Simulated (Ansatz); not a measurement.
C₂H₈AlO, charge +1, singlet, geometry from GFN2-xTB (such geometries of metal compounds can be far from the true shape); B3LYP/def2-SV(P) in Ansatz (a first-principles code).

The Ansatz input:
Ansatz 0.2 input:
```yaml
crystal:
  periodic: [false, false, false]
  atoms:
    - {symbol: Al, position_ang: [0.21641865, -0.18066494, 0.17099896]}
    - {symbol: C, position_ang: [1.81494572, 0.04273391, -0.95502778]}
    - {symbol: H, position_ang: [2.67333236, -0.49931717, -0.54443806]}
    - {symbol: H, position_ang: [2.11614400, 1.09517569, -1.04160101]}
    - {symbol: H, position_ang: [1.65906473, -0.33509978, -1.97423916]}
    - {symbol: C, position_ang: [-0.93205662, -0.77976423, 1.65262531]}
    - {symbol: H, position_ang: [-1.78967520, -1.36770981, 1.29955395]}
    - {symbol: H, position_ang: [-1.33259592, 0.06256565, 2.23219209]}
    - {symbol: H, position_ang: [-0.38141664, -1.41395978, 2.35535038]}
    - {symbol: O, position_ang: [-1.03159712, 0.86117084, -0.81509626]}
    - {symbol: H, position_ang: [-0.84262559, 1.33721661, -1.63776425]}
    - {symbol: H, position_ang: [-1.96022781, 1.00258793, -0.57685548]}
basis:
  gaussian:
    orbitals: def2-SV_P_.json
    fitting: {mean_field: cc-pVTZ-JKFIT}
hamiltonian:
  xc: b3lyp
total_charge: 1
```
The basis file holds def2-SV(P) in the JSON format of the Basis Set Exchange.

Problem. Write the output that Ansatz gives for this input, abridged.

Solution. 
```
Functional definition: B3LYP
598 factors; integrals over basis functions are off by at most 1.3e-1 eV
mean field evaluation 1: about -10814.7407 eV, gradient 1.0e2 eV
mean field evaluation 2: about -10799.6892 eV, gradient 1.3e2 eV
mean field evaluation 4: about -10837.5108 eV, gradient 7.0e0 eV
mean field evaluation 8: about -10837.6186 eV, gradient 6.9e-2 eV
mean field -10837.61864879 eV, -398.2751393413 hartree, gradient 4.5e-5 eV, S^2 0.000000; 0 other end points of the search recorded, 0 dependent functions left out
reference -10837.61890159 eV, -398.2751486315 hartree; 20, 20 occupied and 56, 56 virtual orbitals, 598 factors
Total energy: -10837.61890159 eV, -398.2751486315 hartree
```
